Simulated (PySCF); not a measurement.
C6H2F2O2.
SMILES: `C#CC(=O)C1=CC(F)(F)O1`

Level of theory: PySCF, TDDFT CAM-B3LYP/def2-SVPD, vertical, gas phase, core orbitals frozen in the response. One conformer (not necessarily the lowest) at the GFN2-xTB geometry, without solvent, vibrations or thermal averaging. Torsions of this conformer, `[CH:1]#[C:2][C:3](=[O:4])[C:5]1=[CH:6][C:7]([F:8])([F:9])[O:10]1`: C2–C3–C5–C6 180°.

Broadening: Gaussians 0.25 eV wide at half height, area fixed by f = 4.319×10⁻⁹ ∫ε dν̃. The width is an assumption, not a result. The curve ends short of the highest state used, and states not computed would add to its high-energy end.

```csv
E (eV),ε (L mol⁻¹ cm⁻¹)
3.25,0
3.41,0
3.57,0
3.72,1
3.88,168
4.04,4590
4.20,12900
4.36,3744
4.52,129
4.67,12
4.83,1
4.99,3
5.15,486
5.31,7335
5.46,11875
5.62,2199
5.78,42
5.94,0
6.10,0
6.25,2
6.41,28
6.57,40
6.73,134
6.89,2128
```

Question: Locate the maxima and give the states behind the curve.

Answer: 296 nm (4.19 eV), ε about 13000, made up of S2 (100%); 229 nm (5.42 eV), ε about 13000, made up of S4 (100%); 190 nm (6.51 eV), ε about 45, made up of S5 (100%) (ε in L mol⁻¹ cm⁻¹; maxima over ε = 5, shares over 10%). At its high-energy end, 6.89 eV, the curve is still rising (ε about 2100, from S7). The states used: S1 3.62 eV (f 0.0000); S2 4.19 eV (f 0.120); S3 4.57 eV (f 0.0002); S4 5.42 eV (f 0.118); S5 6.51 eV (f 0.0004); S6 6.99 eV (f 0.0001); S7 7.01 eV (f 0.036); S8 7.49 eV (f 0.0022).

Question: What would ε be at 4.19 eV, the highest of these maxima, with half the width (0.125 eV)?

Answer: About 25800 L mol⁻¹ cm⁻¹ against 12900, a factor of about 2.00; a lone state at its own centre would give exactly 2.

Question: Does any computed singlet lie in the visible range?

Answer: No computed singlet lies in the visible range (380 to 750 nm); the lowest, at 342 nm, stands 0.36 eV above its violet end (3.26 eV); a Tamm–Dancoff triplet lies at 492 nm, without intensity as long as spin–orbit coupling is left out.

Question: Coming from long wavelengths, where does ε first pass 100 L mol⁻¹ cm⁻¹?

Answer: At about 321 nm (3.86 eV), 0.24 eV above S1.
